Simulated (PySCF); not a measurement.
PySCF input (CCSD(T)/cc-pVDZ):

```python
from pyscf import gto, scf, mp, cc as ccmod

mol = gto.M(
    atom='''
    C     1.70161440   -0.25838259    0.02280429
    C     0.66537847    0.51635584    0.01308827
    Cl   -0.99344440   -0.10901309   -0.01506937
    H     1.99597846   -1.29178882    0.02006940
    H     0.69061921    1.59717185    0.02075454
    ''',
    basis='cc-pvdz',
    charge=0,
    spin=1,
    verbose=4,
)

mf = scf.UHF(mol)
mf.conv_tol = 1e-10
mf.max_cycle = 100
mf.kernel()
mo, _, stable, _ = mf.stability(return_status=True)
if not stable:
    mf.kernel(mf.make_rdm1(mo, mf.mo_occ))
mp2 = mp.MP2(mf, frozen=7).run()
cc = ccmod.CCSD(mf, frozen=7)
cc.max_cycle = 100
cc.kernel()
et = cc.ccsd_t()
print(f'E(CCSD(T)) = {cc.e_tot + et:.9f}')
```

End of the output:

```
Extra cycle  E= -536.317754380206  delta_E= -9.21e-12  |g|= 1.51e-06  |ddm|= 4.38e-06
converged SCF energy = -536.317754380206  <S^2> = 0.95040478  2S+1 = 2.1912597
uhf_internal: lowest eigs of H = [0.17082261 0.27878602 0.44379169]
<class 'pyscf.scf.uhf.UHF'> wavefunction is stable in the internal stability analysis

******** <class 'pyscf.mp.ump2.UMP2'> ********
nocc = (np.int64(9), np.int64(8)), nmo = (49, 49)
frozen orbitals 7
E(UMP2) = -536.676144094985  E_corr = -0.358389714778572
E(SCS-UMP2) = -536.66686465409  E_corr = -0.349110273884001
E_corr(same-spin) = -0.0934123659810984
E_corr(oppo-spin) = -0.264977348797473

******** <class 'pyscf.cc.uccsd.UCCSD'> ********
CC2 = 0
CCSD nocc = (np.int64(9), np.int64(8)), nmo = (49, 49)
frozen orbitals 7
max_cycle = 100
direct = 0
conv_tol = 1e-07
conv_tol_normt = 1e-06
diis_space = 6
diis_start_cycle = 0
diis_start_energy_diff = 1e+09
Init t2, MP2 energy = -0.358389716133633
Init E_corr(UCCSD) = -0.35838971613597
cycle = 1  E_corr(UCCSD) = -0.38175948236588  dE = -0.0233697662  norm(t1,t2) = 0.0861951
cycle = 2  E_corr(UCCSD) = -0.392109887292639  dE = -0.0103504049  norm(t1,t2) = 0.041405
cycle = 3  E_corr(UCCSD) = -0.398001431996891  dE = -0.0058915447  norm(t1,t2) = 0.0306885
cycle = 4  E_corr(UCCSD) = -0.401740799413188  dE = -0.00373936742  norm(t1,t2) = 0.0168146
cycle = 5  E_corr(UCCSD) = -0.401409752797474  dE = 0.000331046616  norm(t1,t2) = 0.00775381
cycle = 6  E_corr(UCCSD) = -0.401525014381818  dE = -0.000115261584  norm(t1,t2) = 0.00237594
cycle = 7  E_corr(UCCSD) = -0.401647665776443  dE = -0.000122651395  norm(t1,t2) = 0.00108431
cycle = 8  E_corr(UCCSD) = -0.401636082420311  dE = 1.15833561e-05  norm(t1,t2) = 0.000449253
cycle = 9  E_corr(UCCSD) = -0.401639713832545  dE = -3.63141223e-06  norm(t1,t2) = 0.000254007
cycle = 10  E_corr(UCCSD) = -0.401639327190079  dE = 3.86642466e-07  norm(t1,t2) = 9.42446e-05
cycle = 11  E_corr(UCCSD) = -0.401640298983644  dE = -9.71793565e-07  norm(t1,t2) = 4.09389e-05
cycle = 12  E_corr(UCCSD) = -0.401639230278484  dE = 1.06870516e-06  norm(t1,t2) = 1.99128e-05
cycle = 13  E_corr(UCCSD) = -0.401638252821049  dE = 9.77457435e-07  norm(t1,t2) = 8.53016e-06
cycle = 14  E_corr(UCCSD) = -0.401637826975928  dE = 4.25845121e-07  norm(t1,t2) = 4.09443e-06
cycle = 15  E_corr(UCCSD) = -0.401637706311118  dE = 1.2066481e-07  norm(t1,t2) = 1.97287e-06
cycle = 16  E_corr(UCCSD) = -0.401637758319891  dE = -5.20087733e-08  norm(t1,t2) = 7.72993e-07
UCCSD converged
E(UCCSD) = -536.7193921385264  E_corr = -0.4016377583198909
UCCSD(T) correction = -0.0129954937558921
E(CCSD(T)) = -536.732387632
```

It need not be the lowest isomer of its formula.

The determinant is spin-contaminated: <S^2> is 0.95 against 0.75 for a pure state.
